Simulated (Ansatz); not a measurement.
Relaxation of the cluster NbTe₂⁺ with RKS r2SCAN-D4/def2-TZVP.

```sh
$ ansatz run in.yaml --threads 4 --pin off --events-out ev --progress --plain --max-ram 3916MiB
```

```yaml
crystal:
  periodic: [false, false, false]
  atoms:
    - {symbol: Nb, position_ang: [-0.806740, 0.697830, 1.083720]}
    - {symbol: Te, position_ang: [-0.737400, -0.601850, -1.229500]}
    - {symbol: Te, position_ang: [1.544140, -0.095980, 0.145770]}
basis:
  gaussian: {orbitals: def2-TZVP}
total_charge: 1
hamiltonian: {xc: r2scan, dispersion: d4}
scf: {lower_state_search: "off"}
output: {orbitals: {seedname: orbitals}}
relax: {f_tol: 0.02, max_steps: 100}
```

It took 13 s on 4 threads of Arm Neoverse V2 on a shared host.

Positions (Å) and forces (eV/Å) at steps 1, 2, 3, 4, 5 of 5:

```xyz
3
step=1 energy=-16135.9971 eV
Nb   -0.807    0.698    1.084    0.763   -0.664   -1.032
Te   -0.737   -0.602   -1.230   -0.156    0.384    0.656
Te    1.544   -0.096    0.146   -0.606    0.280    0.376
3
step=2 energy=-16135.8503 eV rejected
Nb   -0.722    0.623    0.968   -1.739    1.506    2.339
Te   -0.793   -0.567   -1.178    0.028   -0.941   -1.679
Te    1.514   -0.056    0.211    1.710   -0.565   -0.660
3
step=3 energy=-16136.0584 eV
Nb   -0.764    0.661    1.026   -0.081    0.070    0.109
Te   -0.788   -0.589   -1.218    0.305    0.023    0.104
Te    1.552   -0.071    0.192   -0.224   -0.093   -0.214
3
step=4 energy=-16136.0671 eV
Nb   -0.774    0.669    1.038   -0.020    0.018    0.028
Te   -0.756   -0.587   -1.207   -0.118   -0.038   -0.092
Te    1.529   -0.081    0.169    0.139    0.020    0.064
3
step=5 energy=-16136.0683 eV
Nb   -0.773    0.668    1.037   -0.003    0.002    0.004
Te   -0.762   -0.588   -1.211   -0.011   -0.004   -0.009
Te    1.535   -0.079    0.173    0.014    0.002    0.006
```

In the def2 sets Nb, Te take a core potential; there is no spin–orbit coupling. The restricted singlet is unstable towards broken spin symmetry in Hartree–Fock (as tested in another run); at r2SCAN-D4/def2-TZVP this wasn't settled. The relaxation made no stability test and no search for a lower SCF solution. No other spin state of charge 1 was run. Another isomer (triplet) lies 0.93 eV lower at PBE0-D4/def2-TZVP; other spin states weren't run for this one.
